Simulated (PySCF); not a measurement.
**Electric field gradients and quadrupole coupling constants**

Species: C9H7ClO2.
Z-matrix (Å and degrees, GFN2-xTB geometry), rows numbered from 1:
```
C 
C   1  1.4897
C   2  1.3932  1  119.24
C   3  1.3790  2  121.83  1  -178.84
C   4  1.3949  3  119.89  2    -0.18
C   5  1.4702  4  120.99  3   179.00
O   6  1.2026  5  125.21  4  -178.10
C   5  1.3902  4  119.19  3    -0.81
C   8  1.3917  5  121.17  4     0.86
C   9  1.4680  2  119.43  1     0.13
O  10  1.1899  9  127.99  2    17.54
Cl 10  1.7764  9  113.82  2  -161.59
H   1  1.0882  2  111.20  3  -129.76
H   1  1.0894  2  109.87  3   112.42
H   1  1.0871  2  110.71  3    -7.97
H   3  1.0802  2  118.69  1     0.75
H   4  1.0805  3  120.34  2   179.54
H   6  1.1080  5  113.56  4     1.63
H   8  1.0794  5  118.15  4  -179.84
```

Field gradients from the PBE0/pcSseg-1 density (PySCF, non-relativistic), principal values in atomic units, ordered |Vxx| ≤ |Vyy| ≤ |Vzz|:

```
atom      Vxx      Vyy      Vzz
  O7   0.4698   1.5153  -1.9850
 O11   0.4881   1.1404  -1.6285
Cl12  -1.1698  -2.1394   3.3091
```

Q: Find the asymmetry η = (Vxx − Vyy)/Vzz and the couplings χ = eQV/h (234.96 MHz × Q in barn × V in au), with Q(17O) = −0.0256 b, Q(35Cl) = −0.0817 b.

A: 
| atom | environment | nucleus | η | χzz (MHz) | χxx (MHz) | χyy (MHz) |
| --- | --- | --- | --- | --- | --- | --- |
| O7 | aldehyde oxygen | 17O | 0.53 | 11.94 | -2.83 | -9.11 |
| O11 | carbonyl oxygen | 17O | 0.40 | 9.80 | -2.94 | -6.86 |
| Cl12 | chlorine bonded to C | 35Cl | 0.29 | -63.52 | 22.46 | 41.07 |

Q: What is Vzz at Cl12 in SI units (1 au = 9.71736 × 10²¹ V/m²)?

A: 3.3091 au = 32.156 × 10²¹ V/m².

Q: And the gradient at the other heavy atoms, for which no coupling is worked out here?

A: 
```json
{"atom": "C1", "environment": "benzylic-type carbon", "Vzz (au)": "0.110", "η": "0.29"}
{"atom": "C2", "environment": "substituted aromatic carbon", "Vzz (au)": "0.425", "η": "0.14"}
{"atom": "C3", "environment": "aromatic CH carbon", "Vzz (au)": "0.289", "η": "0.17"}
{"atom": "C4", "environment": "aromatic CH carbon", "Vzz (au)": "0.413", "η": "0.14"}
{"atom": "C5", "environment": "substituted aromatic carbon", "Vzz (au)": "0.268", "η": "0.17"}
{"atom": "C6", "environment": "aldehyde carbon", "Vzz (au)": "0.527", "η": "0.05"}
{"atom": "C8", "environment": "aromatic CH carbon", "Vzz (au)": "0.447", "η": "0.17"}
{"atom": "C9", "environment": "substituted aromatic carbon", "Vzz (au)": "-0.186", "η": "0.89"}
{"atom": "C10", "environment": "acyl halide carbon", "Vzz (au)": "-0.447", "η": "0.55"}
```

Q: What couplings would deuterons (Q(2H) = 0.00286 b) have in place of the hydrogens, at this geometry?

A: 
| atom | bonded to | bond length (Å) | Vzz (au) | η | χzz (kHz) |
| --- | --- | --- | --- | --- | --- |
| H13 | C1 | 1.088 | 0.3090 | 0.05 | 208 |
| H14 | C1 | 1.089 | 0.3076 | 0.04 | 207 |
| H15 | C1 | 1.087 | 0.3124 | 0.05 | 210 |
| H16 | C3 | 1.080 | 0.3233 | 0.08 | 217 |
| H17 | C4 | 1.080 | 0.3220 | 0.05 | 216 |
| H18 | C6 | 1.108 | 0.2686 | 0.03 | 180 |
| H19 | C8 | 1.079 | 0.3124 | 0.04 | 210 |

The structure is a single GFN2-xTB conformer in the gas phase; no vibrational or solvent corrections. GFN2-xTB bond lengths can be off by several hundredths of an ångström, more for odd bonds, and the gradients follow them. A larger basis could move these couplings by a tenth or more.
